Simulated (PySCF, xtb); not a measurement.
C4H5NSi, SMILES C#C[SiH](N)C#C.

GFN2-xTB (xtb) at its own geometry gives an orbital gap of 4.76 eV and a dipole moment of 1.19 D.

Geometry optimised at PBE0-D3(BJ)/def2-SVP. This is a generated structure with no PubChem entry under its InChIKey; it may be hypothetical. One conformer was computed; it need not be the lowest.

Question: What does PySCF with PBE/def2-TZVP give? (An estimate is asked for; the answer gives what the named calculation found.)

Answer: gap 4.72 eV (levels -6.27 and -1.55 eV), dipole 1.27 D.
